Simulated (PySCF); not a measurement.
GaH, SMILES [GaH] (connectivity only; charge and spin as stated), neutral, multiplicity 1. Atoms are numbered in the order given.

```xyz
2

Ga     0.0000     0.0000    -0.0525
H      0.0000     0.0000     1.6288
```
Charge 0, spin multiplicity 1.

Geometry optimised at PBE0-D3(BJ)/def2-TZVPD.

Calculation: PBE/def2-TZVPD in PySCF.

Isolated molecule, no solvent.

```yaml
total_energy: -1925.12122 hartree
point_group: C∞v
highest_occupied_level: -4.99 eV
lowest_empty_level: -2.48 eV
orbital_gap: 2.50 eV
dipole_moment: 0.46 D
quadrupole, principal values (traceless, Buckingham form, about the centre of nuclear charge): -7.43, 3.72, 3.72 D·Å
mean_static_polarisability: 41.7 bohr³ (6.19 Å³)
polarisability_principal_values: 36.1, 36.1, 53.0 bohr³
```
